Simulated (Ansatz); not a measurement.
Total energies of C$_{2}$H$_{7}$NO$_{2}$W, SMILES `C[N]=[W]([CH3])(=[O])[OH]`.

```xyz
13

C    -1.232    1.764   -0.901
N    -0.476    0.857   -0.114
W     0.916   -0.137    0.244
C     0.148   -2.112    0.144
O     2.069   -0.019   -1.012
O     1.623    0.208    1.969
H    -0.708    2.040   -1.823
H    -2.191    1.312   -1.174
H    -1.448    2.677   -0.336
H     0.954   -2.827    0.339
H    -0.269   -2.323   -0.843
H    -0.642   -2.247    0.887
H     1.258    0.808    2.621
```

The species carries charge 0 and has multiplicity 1. Correlated methods include outer-core shells of W, which these sets cover unevenly. W takes the def2 core potential. All single points use the PBE0-D4/def2-TZVP geometry. It is one conformer, not always the lowest. Basis def2-TZVPP, Ansatz 0.2.0.

RPA on PBE orbitals: Hartree–Fock energy of these orbitals -350.49536 Eh, correlation -2.31594 Eh (frozen core).

```
             functional  energy without D4 (Eh)  D4 term (kJ/mol)
            LDA (SPW92)              -350.62332                 –
                    PBE              -352.70999             -28.5
                 revPBE              -352.98405             -78.2
                   BLYP              -352.90906             -60.6
                 r2SCAN              -352.88021              -7.3
                 B97M-V              -352.93325                 –
                   PBE0              -352.64748             -24.4
                  B3LYP              -353.01521             -45.7
                r2SCANh              -352.83128              -7.8
                r2SCAN0              -352.76005              -8.6
HSE06 (plane-wave form)              -352.63291             -22.9
                  BHLYP              -352.66595             -37.5
              CAM-B3LYP              -352.80948             -25.0
                LC-ωPBE              -352.81536                 –
                ωB97X-V              -352.84706                 –
                ωB97M-V              -352.77162                 –
                 B2PLYP              -352.66532                 –
               PBE-QIDH              -352.51294                 –
```

B3LYP takes the VWN-RPA correlation (the form of Gaussian; ORCA's B3LYP/G). HSE06 is the plane-wave form, built on full-range PBE exchange. The double hybrids freeze the cores in their second-order part.

LC-ωPBE has ω = 0.4 bohr⁻¹.
